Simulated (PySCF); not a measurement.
C5H4F2, SMILES C=CC#CC(F)F.

The structure is a stationary point at PBE0-D3(BJ)/def2-SVP. The structure was generated by enumeration, and PubChem lists no compound with its InChIKey, so it may never have been made.

Calculation: PySCF with PBE/def2-TZVP.

Symmetry labels are those of the subgroup Cs that the program uses (full group Cs).

Task: List the valence orbital energies around the gap with their symmetry. (Estimate from the structure and the level; the computed values follow.)

Result: 
```json
[
 {"orbital": "HOMO−7", "symmetry": "A'", "energy (eV)": "-10.21"},
 {"orbital": "HOMO−6", "symmetry": "A\"", "energy (eV)": "-10.11"},
 {"orbital": "HOMO−5", "symmetry": "A'", "energy (eV)": "-9.60"},
 {"orbital": "HOMO−4", "symmetry": "A\"", "energy (eV)": "-9.59"},
 {"orbital": "HOMO−3", "symmetry": "A\"", "energy (eV)": "-8.71"},
 {"orbital": "HOMO−2", "symmetry": "A'", "energy (eV)": "-8.49"},
 {"orbital": "HOMO−1", "symmetry": "A'", "energy (eV)": "-7.17"},
 {"orbital": "HOMO", "symmetry": "A\"", "energy (eV)": "-6.52"},
 {"orbital": "LUMO", "symmetry": "A\"", "energy (eV)": "-2.46"},
 {"orbital": "LUMO+1", "symmetry": "A'", "energy (eV)": "-0.87"},
 {"orbital": "LUMO+2", "symmetry": "A\"", "energy (eV)": "0.64"},
 {"orbital": "LUMO+3", "symmetry": "A'", "energy (eV)": "1.09"}
]
```
